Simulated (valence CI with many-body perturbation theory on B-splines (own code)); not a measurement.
# Cr2+: key properties

Level of theory: relativistic CI+MBPT: four valence electrons over a frozen Dirac-Fock core [Ar], a basis of 9 s, 9 p, 10 d, 8 f, 5 g, 3 h, 1 i functions for each j, with the one-electron correlation potential Σ1, the two-electron term Σ2, the three-electron term Σ3, Breit, model QED; selected CI, second order for the rest, scaled by the run's own slope (own B-spline code, finite nucleus).

Against 62 measured levels this calculation errs by 1343 cm⁻¹ on average and by 3236 at most. Among the levels kept, up to 480 cm⁻¹ of a level comes from second order outside the variational space, and about a tenth of that is noise between levels of different J, which matters for small intervals. Only levels of the ground parity were solved; by the run's estimate the other parity begins above the list, which can be wrong where configurations are misplaced.

Rates and lifetimes use the calculated energies. Strong lines usually hold to 10 to 20 %, long lifetimes can be off by a factor of two.

**Question.** What is the ground level?

**Answer.** 3d⁴ ⁵D_0, composition 99 % 3d⁴ ⁵D.

**Question.** What are the static dipole polarisabilities of the lowest levels?

**Answer.** 3d⁴ ⁵D_0 4.29; 3d⁴ ⁵D_1 4.28 (tensor -0.22); 3d⁴ ⁵D_2 4.28 (tensor -0.13); 3d⁴ ⁵D_3 4.27 (tensor 0.15) bohr³, of which the core gives 0.811.

**Question.** How well does LS coupling describe the low levels?

**Answer.** Among the lowest 20 levels the leading LS term, summed over configurations, holds 99 % on average. For single configurations the figures are 98 % in LS and 51 % in jj coupling. Terms hardly mix: every one of these levels is at least 95 % one term.

**Question.** How is the term ⁵D of the ground level split?

**Answer.** J = 0 at 0.0000, J = 1 at 0.0080, J = 2 at 0.0228, J = 3 at 0.0441, J = 4 at 0.0708 eV.

**Question.** What is the ionisation energy?

**Answer.** 30.538 eV; NIST lists 30.959 ± 0.025 eV (measured).

**Question.** Name the longest-lived excited levels whose lifetime is computed, and their main decay.

**Answer.** 3d⁴ ⁵D_1 at 0.0080 eV lives 68800 s, mostly by M1 to 3d⁴ ⁵D_0; 3d⁴ ³H_5 at 2.075 eV lives 21100 s, mostly by M1 to 3d⁴ ³H_4; 3d⁴ ³H_6 at 2.091 eV lives 18600 s, mostly by M1 to 3d⁴ ³H_5.
